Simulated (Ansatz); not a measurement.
Reactions of C₄H₉FO (`CCCOCF`).

Computed with Ansatz on PBE0-D4/def2-TZVP structures; ΔE is electronic, products minus reactants. CCSD(T)/CBS is the MP2 limit (def2-TZVPP, def2-QZVPP) plus CCSD(T) − MP2 in def2-TZVPP, frozen cores. This one scheme is used for every species. DFT in def2-TZVPP. B3LYP here is the variant with VWN-RPA as its local correlation; programs differ in this. For Br outer-core shells are correlated without core-valence functions, which leaves a few kJ/mol of doubt a bond. Scalar relativity is left out up to krypton. One conformer a species, not always the lowest.

```json
{"reaction": "`CCCOCF` + `CB(O)O` → `CB(O)OCF` + `CCCO`", "PBE-D4 (kcal/mol)": "2.1", "r2SCAN-D4 (kcal/mol)": "1.8", "B3LYP-D4 (kcal/mol)": "1.8"}
{"reaction": "`CCCOCF` + H₂ → `COCF` + `CC`", "PBE-D4 (kcal/mol)": "-11.8", "r2SCAN-D4 (kcal/mol)": "-12.1", "B3LYP-D4 (kcal/mol)": "-13.0"}
{"reaction": "`CCCOCF` + `C=CBr` → `CC/C=C\\Br` + `COCF`", "PBE-D4 (kcal/mol)": "-1.6", "r2SCAN-D4 (kcal/mol)": "-1.2", "B3LYP-D4 (kcal/mol)": "-1.3"}
{"reaction": "`CCCOCF` → `COCCCF`", "PBE-D4 (kcal/mol)": "8.0", "r2SCAN-D4 (kcal/mol)": "8.1", "B3LYP-D4 (kcal/mol)": "7.4"}
{"reaction": "`CCCOCF` + `COB(O)F` → `COB(F)OC` + `CCOCF`", "PBE-D4 (kcal/mol)": "11.6", "r2SCAN-D4 (kcal/mol)": "11.3", "B3LYP-D4 (kcal/mol)": "10.4"}
{"reaction": "`CCCOCF` + H–F → `FCCOCF` + CH₄", "PBE-D4 (kcal/mol)": "6.5", "r2SCAN-D4 (kcal/mol)": "5.4", "B3LYP-D4 (kcal/mol)": "5.4"}
{"reaction": "`CCCOCF` + `CC=N` → `CC(=N)CF` + `CCCO`", "PBE-D4 (kcal/mol)": "-5.0", "r2SCAN-D4 (kcal/mol)": "-5.2", "B3LYP-D4 (kcal/mol)": "-4.4"}
{"reaction": "`CCCOCF` + `C#C` → `C#CCC` + `COCF`", "PBE-D4 (kcal/mol)": "-4.7", "r2SCAN-D4 (kcal/mol)": "-4.3", "B3LYP-D4 (kcal/mol)": "-4.3"}
{"reaction": "`CCCOCF` + H₂O → `CCCO` + `OCF`", "PBE-D4 (kcal/mol)": "2.5", "r2SCAN-D4 (kcal/mol)": "2.7", "B3LYP-D4 (kcal/mol)": "2.8"}
{"reaction": "`CCCOCF` + `C1=CN1` → `CN1C=C1` + `CCOCF`", "PBE-D4 (kcal/mol)": "3.0", "r2SCAN-D4 (kcal/mol)": "3.0", "B3LYP-D4 (kcal/mol)": "2.9"}
```

Q: Give the CCSD(T)/CBS values in the same order. (Estimate.)

A: Ansatz gave: 1.7, -11.8, -1.1, 7.5, 12.3, 9.3, -5.8, -2.6, 3.7, 3.7 kcal/mol.

Largest T1 diagnostic: 0.013, for `C#C`.
